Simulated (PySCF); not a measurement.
**Ti: excitation energy**

Ti [Ar] 3d2 4s2 (3F) → Ti [Ar] 3d4 (5D), as a difference of total energies. Calculation: PySCF 2.14, in dyall-av2z (16s12p7d2f, 101 functions); no relativity, point nucleus. Correlated levels: valence: [Ar] frozen; virtual orbitals above 40 to 60 times the deepest correlated orbital energy dropped. The calculations carry no spin-orbit coupling.

```json
{"method": "UHF", "excitation energy (eV)": "4.337"}
{"method": "MP2 (valence)", "excitation energy (eV)": "3.785"}
{"method": "SCS-MP2 (valence)", "excitation energy (eV)": "4.823"}
{"method": "CCSD (valence)", "excitation energy (eV)": "3.867"}
{"method": "CCSD(T) (valence)", "excitation energy (eV)": "3.794"}
```

**Question.** How much does correlation contribute at CCSD(T) (valence)?

**Answer.** 3.794 − (4.337) = -0.543 eV, measured against UHF.

A first-order spin-orbit estimate (lowest level to lowest level, LS coupling) adds 0.014 eV.

The coupled-cluster amplitudes are large for the upper state (T1 above 0.03 or a double amplitude above 0.15), so a single reference is strained.
